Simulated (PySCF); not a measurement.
CuF, SMILES [F][Cu], multiplicity 1. Atoms are numbered in the order given.

```xyz
2

Cu     0.0000     0.0000    -0.4179
F      0.0000     0.0000     1.3466
```
Charge 0, spin multiplicity 1.

Geometry optimised at PBE0-D3(BJ)/def2-TZVPD. The multiplicity is an assumed one; other spin states were not compared.

Level of theory: PySCF with TDA-CAM-B3LYP/def2-TZVPD.

Vertical excitations; the highest root listed may be one member of a degenerate set.  State labels are in the subgroup C2v.

Computed UV-visible absorptions:
| state | symmetry | energy (eV) | λ (nm) | f | main pairs |
|---|---|---|---|---|---|
| S1 | B2 | 2.51 | 493 | 0.008 | HOMO−1→LUMO (degenerate set) |
| S2 | B1 | 2.51 | 493 | 0.008 | HOMO−2→LUMO (degenerate set) |
| S3 | A1 | 2.60 | 476 | 0.003 | HOMO→LUMO 93 % |
| S4 | A1 | 2.85 | 436 | 0.000 | HOMO−3→LUMO (degenerate set) |
| S5 | A2 | 2.85 | 436 | 0.000 | HOMO−4→LUMO (degenerate set) |
| S6 | B2 | 5.32 | 233 | 0.003 | HOMO−5→LUMO (degenerate set) |
| S7 | B1 | 5.32 | 233 | 0.003 | HOMO−6→LUMO (degenerate set) |
| S8 | B2 | 6.22 | 199 | 0.080 | HOMO→LUMO+2 (degenerate set) |
| S9 | B1 | 6.22 | 199 | 0.080 | HOMO→LUMO+1 (degenerate set) |
| S10 | A1 | 6.32 | 196 | 0.000 | HOMO−1→LUMO+2 45 %, HOMO−2→LUMO+1 45 % |
| T1 | A1 | 1.64 | 757 | 0 | HOMO→LUMO 93 % |
| T2 | B2 | 2.02 | 614 | 0 | HOMO−1→LUMO (degenerate set) |
| T3 | B1 | 2.02 | 614 | 0 | HOMO−2→LUMO (degenerate set) |
| T4 | A1 | 2.44 | 509 | 0 | HOMO−3→LUMO 95 % |
Triplets are in the Tamm–Dancoff approximation.
